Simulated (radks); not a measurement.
Results of a calculation; reference values are marked as such.
Initial-state core-level shifts of the indium ion In+ when its valence configuration changes from [Kr] 4d10 5s2. Level of theory: Dirac Kohn-Sham, LDA (Slater exchange, Perdew-Wang correlation), spin-unpolarised, spherical densities, finite nucleus; open shells fill j = l - 1/2 first; Fermi nuclear charge, rms radius 4.6156 fm (a radial shooting solver on a logarithmic mesh with Libxc functionals). Shifts are changes of the shell-averaged eigenvalues in eV (positive: less bound); the change of the density at the nucleus, which sets a Mossbauer isomer shift, is in e/bohr^3, on a base of 1.74e+05.

valence                3s       3p       3d       4p  density at nucleus
4d10 5p2           -2.812   -2.811   -2.804   -2.819              -66.82
4d9 5s1 5p2        -8.834   -8.833   -8.877   -7.841              -20.84
4d8 5s2 5p2       -15.222  -15.222  -15.331  -13.023              +34.09
4d9 5s2 5p1        -7.508   -7.508   -7.555   -6.530              +16.30
4d10 5s1 5p1       -1.444   -1.443   -1.440   -1.449              -32.29
4d10 5s1.5 5p0.5   -0.732   -0.731   -0.729   -0.734              -15.88
4d9.5 5s2 5p0.5    -3.729   -3.729   -3.751   -3.271               +7.92
4d8 5s1 5p3       -16.688  -16.687  -16.794  -14.455               -8.49
4d8 5p4           -18.099  -18.097  -18.201  -15.830              -53.60
